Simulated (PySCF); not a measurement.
Isomers of C6H12OSSi, mass 160.038 u with the commonest isotopes. Method: PBE0/pcSseg-1 in PySCF (dipole) on a GFN2-xTB geometry, gas phase. One conformer each, none proved a minimum here; rigid rotors.

Question: Order these by out-of-plane moment Σ m c² = (Ia + Ib − Ic)/2, smallest first.
A. `[CH2:1]=[CH:2][CH2:3][C@@H:4]1[CH2:5][S:6][C@H:7]1[O:8][SiH3:9]` with C1–C2–C3–C4 119°, C2–C3–C4–C5 -66°, S6–C7–O8–Si9 -62°, C3–C4–C5–S6 -135°, C4–C5–S6–C7 11°, C5–S6–C7–O8 -129°, C3–C4–C7–S6 135°
B. `[CH2:1]=[C:2]1[C@@H:3]([CH2:4][CH3:5])[CH2:6][S:7][Si@H:8]1[OH:9]` with C2–C3–C4–C5 -64°, S7–Si8–O9–H 32°, C1–C2–C3–C4 97°, C2–C3–C6–S7 -50°, C3–C6–S7–Si8 38°, C6–S7–Si8–O9 -138°
C. `[CH3:1][C:2](=[S:3])[C@H:4]([CH3:5])[C:6](=[O:7])[CH2:8][SiH3:9]` with C1–C2–C4–C5 38°, C2–C4–C6–O7 85°, C4–C6–C8–Si9 -86°
D. `[CH3:1][CH2:2]/[CH:3]=[CH:4]/[Si@H:5]1[O:6][CH2:7][CH2:8][S:9]1` with C1–C2–C3–C4 -120°, C3–C4–Si5–O6 -6°, C4–Si5–O6–C7 137°, Si5–O6–C7–C8 -40°, O6–C7–C8–S9 44°, C7–C8–S9–Si5 -28°

Answer: A (23.35 u·Å²), D (67.24 u·Å²), C (89.12 u·Å²), B (112.43 u·Å²).

Question: Order these by rotational constant B, largest first.
A. `[CH2:1]=[CH:2][CH2:3][C@@H:4]1[CH2:5][S:6][C@H:7]1[O:8][SiH3:9]` with C1–C2–C3–C4 119°, C2–C3–C4–C5 -66°, S6–C7–O8–Si9 -62°, C3–C4–C5–S6 -135°, C4–C5–S6–C7 11°, C5–S6–C7–O8 -129°, C3–C4–C7–S6 135°
B. `[CH3:1][CH2:2]/[CH:3]=[CH:4]/[Si@H:5]1[O:6][CH2:7][CH2:8][S:9]1` with C1–C2–C3–C4 -120°, C3–C4–Si5–O6 -6°, C4–Si5–O6–C7 137°, Si5–O6–C7–C8 -40°, O6–C7–C8–S9 44°, C7–C8–S9–Si5 -28°
C. `[CH2:1]=[C:2]1[C@@H:3]([CH2:4][CH3:5])[CH2:6][S:7][Si@H:8]1[OH:9]` with C2–C3–C4–C5 -64°, S7–Si8–O9–H 32°, C1–C2–C3–C4 97°, C2–C3–C6–S7 -50°, C3–C6–S7–Si8 38°, C6–S7–Si8–O9 -138°
D. `[CH3:1][C:2](=[S:3])[C@H:4]([CH3:5])[C:6](=[O:7])[CH2:8][SiH3:9]` with C1–C2–C4–C5 38°, C2–C4–C6–O7 85°, C4–C6–C8–Si9 -86°

Answer: C (1039 MHz), D (740.6 MHz), A (584.2 MHz), B (546.1 MHz).

Question: Order these by rotational constant A, largest first.
A. `[CH3:1][C:2](=[S:3])[C@H:4]([CH3:5])[C:6](=[O:7])[CH2:8][SiH3:9]` with C1–C2–C4–C5 38°, C2–C4–C6–O7 85°, C4–C6–C8–Si9 -86°
B. `[CH2:1]=[C:2]1[C@@H:3]([CH2:4][CH3:5])[CH2:6][S:7][Si@H:8]1[OH:9]` with C2–C3–C4–C5 -64°, S7–Si8–O9–H 32°, C1–C2–C3–C4 97°, C2–C3–C6–S7 -50°, C3–C6–S7–Si8 38°, C6–S7–Si8–O9 -138°
C. `[CH2:1]=[CH:2][CH2:3][C@@H:4]1[CH2:5][S:6][C@H:7]1[O:8][SiH3:9]` with C1–C2–C3–C4 119°, C2–C3–C4–C5 -66°, S6–C7–O8–Si9 -62°, C3–C4–C5–S6 -135°, C4–C5–S6–C7 11°, C5–S6–C7–O8 -129°, C3–C4–C7–S6 135°
D. `[CH3:1][CH2:2]/[CH:3]=[CH:4]/[Si@H:5]1[O:6][CH2:7][CH2:8][S:9]1` with C1–C2–C3–C4 -120°, C3–C4–Si5–O6 -6°, C4–Si5–O6–C7 137°, Si5–O6–C7–C8 -40°, O6–C7–C8–S9 44°, C7–C8–S9–Si5 -28°

Answer: D (2502 MHz), C (2321 MHz), A (1652 MHz), B (1451 MHz).

```json
{"SMILES": "C=C1[C@@H](CC)CS[Si@H]1O", "point group": "C1", "Ia (u·Å²)": "348.32", "Ib (u·Å²)": "486.53", "Ic (u·Å²)": "609.99", "κ": "-0.32", "μa (D)": "2.39", "μb (D)": "0.07", "μc (D)": "0.01"}
{"SMILES": "C=CC[C@@H]1CS[C@H]1O[SiH3]", "point group": "C1", "Ia (u·Å²)": "217.76", "Ib (u·Å²)": "865.10", "Ic (u·Å²)": "1036.16", "κ": "-0.89", "μa (D)": "0.85", "μb (D)": "1.02", "μc (D)": "0.31"}
{"SMILES": "CC(=S)[C@H](C)C(=O)C[SiH3]", "point group": "C1", "Ia (u·Å²)": "305.90", "Ib (u·Å²)": "682.36", "Ic (u·Å²)": "810.02", "κ": "-0.77", "μa (D)": "1.01", "μb (D)": "0.48", "μc (D)": "1.27"}
{"SMILES": "CC/C=C/[Si@H]1OCCS1", "point group": "C1", "Ia (u·Å²)": "202.00", "Ib (u·Å²)": "925.38", "Ic (u·Å²)": "992.88", "κ": "-0.96", "μa (D)": "1.14", "μb (D)": "1.29", "μc (D)": "0.75"}
```
